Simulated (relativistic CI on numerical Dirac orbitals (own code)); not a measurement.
**Hyperfine structure of Kr I, mass number 85**

Computed by Dirac-Coulomb-Breit CI, KLI orbitals optimised for each configuration, QED by a radiative potential, valence Slater integrals scaled by 0.85, P86 correlation energy added to each configuration (own radial code, finite nucleus).

Configuration list (outside the closed core [Ar] 3d10 4s2): 4p6, 4p5 5s, 4p5 5p, 4p5 4d, 4p5 6s, 4p5 6p, 4p5 5d, 4p5 4f, 4p5 6d, 4p5 5f, 4p5 5g, 4p5 6f. Double excitations out of closed p, d and f shells are left out; levels of such configurations are missing from the list, as are those of other unlisted configurations, and high levels can miss mixing partners.

Nuclear spin I = 9/2, μ = -1.0055 μN, Q = 0.443 b (tables of Stone and Pyykkö). The electronic factors are computed for point nuclear moments, without core polarisation; leaving it out makes A of s and p electrons in near-neutral atoms 20 to 40 % too small, and it can dominate for d and f shells.

```csv
Level,E (cm⁻¹),A (MHz),B (MHz)
4p5 5s 3P°_2,80655.9,-233.6,-757
4p5 5s 1P°_1,81631.2,-174.3,-200
4p5 5s 3P°_1,86642.4,-741.1,-184
4p5 5p 3D_3,91824.0,-106.3,-741
4p5 5p 3D_2,91892.7,-160.9,-695
4p5 5p 1P_1,92461.1,-187.7,-104
4p5 5p 3P_2,92578.4,-112,-123
4p5 5p 3D_1,97229.8,-582.2,34.4
```

Levels with J = 0, under 50 % of one LS term, or S terms without an open s electron are left out. Small factors come from cancelling terms and can be off by tens of per cent or more.

Correlation outside the listed configurations is missing or only estimated: errors of thousands of cm⁻¹ between configurations and terms are usual at this charge. Rates and lifetimes follow the computed energies and can be off by large factors. The fine structure of a lone outer electron comes out too small, for d and f at times inverted, and misplaced configurations move strength between like terms. 16 of the 18 excited levels that our extract of the measured tables holds in this range could be paired (the sources list more); they are missed by 464 cm⁻¹ on average and 796 at most, and levels without a partner can miss by more.

Give the hyperfine levels of 4p5 5s 3P°_1 relative to its centre of gravity.

With K = F(F + 1) − I(I + 1) − J(J + 1), E = AK/2 + B[¾K(K + 1) − I(I + 1)J(J + 1)]/[2I(2I − 1)J(2J − 1)]: F = 7/2: 3992, F = 9/2: 863.7, F = 11/2: -3381 MHz.

LS names give the leading component of a level, which can be under half, so a name can repeat, a term be missing and a line seem to break the LS rules.
